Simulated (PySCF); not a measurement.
## As³⁺ (arsenic, charge +3) across methods

[Ar] 3d10 4s2, closed-shell 1S. All numbers are calculated (PySCF 2.14, scalar relativity through the core potential, in aug-cc-pVTZ-PP with one added diffuse shell each of s, d, f type with ECP10MDF (7s5p5d3f, 68 functions)).

| method | E (hartree) | mean ε 3p (eV) | mean ε 3d (eV) | mean ε 4s (eV) | Σ⟨r²⟩ (bohr²) | ⟨S²⟩ |
| --- | --- | --- | --- | --- | --- | --- |
| UHF | -329.19355 | -197.80 | -90.946 | -48.087 | 16.10 | 0.000 |
| LDA | -329.8214 | -167.74 | -75.839 | -44.793 | 15.94 | 0.000 |
| PBEsol | -330.0091 | -167.70 | -75.672 | -44.352 | 15.95 | 0.000 |
| r2SCAN | -330.2064 | -172.46 | -76.341 | -44.703 | 15.93 | 0.000 |
| B3LYP | -330.3979 | -174.24 | -79.153 | -45.552 | 15.97 | 0.000 |
| BP86 | -330.4828 | -168.09 | -75.957 | -44.533 | 15.91 | 0.000 |
| PBE0 | -330.3103 | -175.71 | -79.905 | -45.489 | 15.96 | 0.000 |
| PBE | -330.3475 | -167.94 | -75.793 | -44.306 | 15.96 | 0.000 |

(1) Estimate the same row for M06-L.

Energies and moments cover only the electrons outside the core potential.

## Answers

(1) E (hartree) = -330.4051; mean ε 3p (eV) = -172.83; mean ε 3d (eV) = -76.258; mean ε 4s (eV) = -44.285; Σ⟨r²⟩ (bohr²) = 15.88; ⟨S²⟩ = 0.000.
